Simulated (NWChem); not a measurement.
C₂H₆FNSi; SMILES C=C(F)[SiH2]N

```xyz
11

C      0.9287     1.8606     0.3912
C      0.0470     0.9435    -0.0090
F     -1.2489     1.2940    -0.1512
Si     0.4013    -0.8734    -0.4124
N     -0.4313    -2.0344     0.5566
H      0.6256     2.8914     0.5981
H      1.9784     1.5883     0.5137
H      1.8752    -1.0331    -0.2414
H     -0.0268    -1.1119    -1.8211
H     -0.2693    -2.0766     1.5567
H     -1.3954    -2.2598     0.3389
```
Atoms are numbered in this order, from 1.

Program: NWChem. Pople sets run with spherical d functions. The geometry was optimised at PBE0/def2-SVP. Total energies compare along this basis series because the functional is fixed.

| level | basis functions | energy (Ha) | highest occupied level (eV) | orbital gap (eV) | dipole (D) | relative time |
|---|---|---|---|---|---|---|
| TPSS/STO-3G | 35 | -517.4769 | -2.28 | 5.15 | 0.95 | 1 |
| TPSS/3-21G | 61 | -521.1328 | -5.52 | 4.98 | 1.35 | 1 |
| TPSS/6-31G* | 86 | -523.9250 | -5.81 | 5.12 | 1.29 | 3 |
| TPSS/6-31+G* | 106 | -523.9441 | -6.17 | 4.95 | 1.22 | 6 |
| TPSS/6-311G** | 134 | -524.0302 | -6.06 | 5.06 | 1.26 | 6 |
| TPSS/6-311++G** | 160 | -524.0393 | -6.23 | 4.95 | 1.20 | 10 |

Relative times are rough (shared machine, one core).
